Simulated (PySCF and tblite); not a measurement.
Values are calculated unless marked as measured or tabulated.
System: C₄H₈BNO, numbered as in [CH2:1]=[CH:2]/[CH:3]=[CH:4]/[O:5][BH:6][NH2:7].

For the rotation about the B6–O5 bond (torsion N7–B6–O5–C4 from -180° to -6°, rising): electronic barrier 8.45 kcal/mol, zero-point change -0.56 kcal/mol, thermal and entropy terms at 200 K a further 0.06 kcal/mol (symmetry numbers apart). The minimum is Cs, the saddle C1. The path came from a restrained scan, a climbing-image band and a saddle search at GFN2-xTB; energies are PBE0/pcSseg-1 + D3(BJ)//GFN2-xTB, thermal terms GFN2-xTB. Rates follow Eyring's equation with the number of equivalent paths and no tunnelling. (PySCF 2.14 with density fitting, tblite 0.8.)

**Question.** How many equivalent paths lead out of the minimum?

**Answer.** 2: the symmetry number of the minimum is 1, that of the saddle displaced along its mode 1, and the displaced saddle is chiral while the minimum is not, which doubles the count.

**Question.** Work out the rate at 200 K.

**Answer.** ΔG‡ = 7.95 kcal/mol; k_B T/h = 4.2×10¹² s⁻¹; exp(−ΔG‡/RT) = 2.1×10⁻⁹; times 2 gives k = 1.7×10⁴ s⁻¹. Wigner's tunnelling factor for the 204i cm⁻¹ mode would be 1.09.
